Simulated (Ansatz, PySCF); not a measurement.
C4H6ClF, SMILES CC/C(F)=C/Cl. Atoms are numbered in the order given.

```xyz
12

C      2.5744    -0.2212     1.0344
C      1.4818    -1.0680     0.3699
C      0.3271    -0.2506    -0.1108
F      0.6698     0.6825    -1.0120
C     -0.9434    -0.3720     0.2872
Cl    -2.2269     0.6238    -0.3153
H      2.9428     0.5509     0.3426
H      2.1883     0.2848     1.9331
H      3.4277    -0.8494     1.3316
H      1.9076    -1.6023    -0.4989
H      1.1058    -1.8363     1.0627
H     -1.2346    -1.1221     1.0219
```
Charge 0, spin multiplicity 1.

The structure is a stationary point at B3LYP-D3(BJ)/def2-SVP. The structure was generated by enumeration; whether it is a known compound was not checked. The values are those of a single conformer.

Two levels are set side by side: PBE-D3(BJ)/def2-SVP (Ansatz, a quantum-chemistry and plane-wave program) and B3LYP-D3(BJ)/def2-SVP (Ansatz). Each level has its own optimised geometry; the coordinates shown are those of the second. Frequencies come from the Hessian of PySCF at each geometry. Differences are taken from unrounded values.

```json
[
 {"quantity": "mean bond length (Å)", "B3LYP-D3(BJ)": "1.276", "PBE-D3(BJ)": "1.282", "PBE-D3(BJ) minus B3LYP-D3(BJ)": "0.006"},
 {"quantity": "bond C1–C2 (Å)", "B3LYP-D3(BJ)": "1.534", "PBE-D3(BJ)": "1.535", "PBE-D3(BJ) minus B3LYP-D3(BJ)": "0.001"},
 {"quantity": "bond C2–C3 (Å)", "B3LYP-D3(BJ)": "1.494", "PBE-D3(BJ)": "1.496", "PBE-D3(BJ) minus B3LYP-D3(BJ)": "0.002"},
 {"quantity": "bond C3–F4 (Å)", "B3LYP-D3(BJ)": "1.342", "PBE-D3(BJ)": "1.348", "PBE-D3(BJ) minus B3LYP-D3(BJ)": "0.006"},
 {"quantity": "bond C3–C5 (Å)", "B3LYP-D3(BJ)": "1.337", "PBE-D3(BJ)": "1.348", "PBE-D3(BJ) minus B3LYP-D3(BJ)": "0.012"},
 {"quantity": "bond C5–Cl6 (Å)", "B3LYP-D3(BJ)": "1.733", "PBE-D3(BJ)": "1.730", "PBE-D3(BJ) minus B3LYP-D3(BJ)": "-0.003"},
 {"quantity": "bond C1–H7 (Å)", "B3LYP-D3(BJ)": "1.100", "PBE-D3(BJ)": "1.108", "PBE-D3(BJ) minus B3LYP-D3(BJ)": "0.008"},
 {"quantity": "bond C1–H8 (Å)", "B3LYP-D3(BJ)": "1.101", "PBE-D3(BJ)": "1.109", "PBE-D3(BJ) minus B3LYP-D3(BJ)": "0.007"},
 {"quantity": "bond C1–H9 (Å)", "B3LYP-D3(BJ)": "1.100", "PBE-D3(BJ)": "1.108", "PBE-D3(BJ) minus B3LYP-D3(BJ)": "0.007"},
 {"quantity": "bond C2–H10 (Å)", "B3LYP-D3(BJ)": "1.105", "PBE-D3(BJ)": "1.113", "PBE-D3(BJ) minus B3LYP-D3(BJ)": "0.008"},
 {"quantity": "bond C2–H11 (Å)", "B3LYP-D3(BJ)": "1.101", "PBE-D3(BJ)": "1.109", "PBE-D3(BJ) minus B3LYP-D3(BJ)": "0.008"},
 {"quantity": "bond C5–H12 (Å)", "B3LYP-D3(BJ)": "1.090", "PBE-D3(BJ)": "1.098", "PBE-D3(BJ) minus B3LYP-D3(BJ)": "0.009"},
 {"quantity": "highest harmonic wavenumber (cm⁻¹)", "B3LYP-D3(BJ)": "3234", "PBE-D3(BJ)": "3162", "PBE-D3(BJ) minus B3LYP-D3(BJ)": "-72"},
 {"quantity": "mean harmonic wavenumber (cm⁻¹)", "B3LYP-D3(BJ)": "1344", "PBE-D3(BJ)": "1309", "PBE-D3(BJ) minus B3LYP-D3(BJ)": "-35"},
 {"quantity": "zero-point energy (kcal/mol)", "B3LYP-D3(BJ)": "57.65", "PBE-D3(BJ)": "56.13", "PBE-D3(BJ) minus B3LYP-D3(BJ)": "-1.52"}
]
```

GGA bonds tend to be longer and softer than those of functionals with exact exchange. Differences between two approximate levels are no errors against the true value.
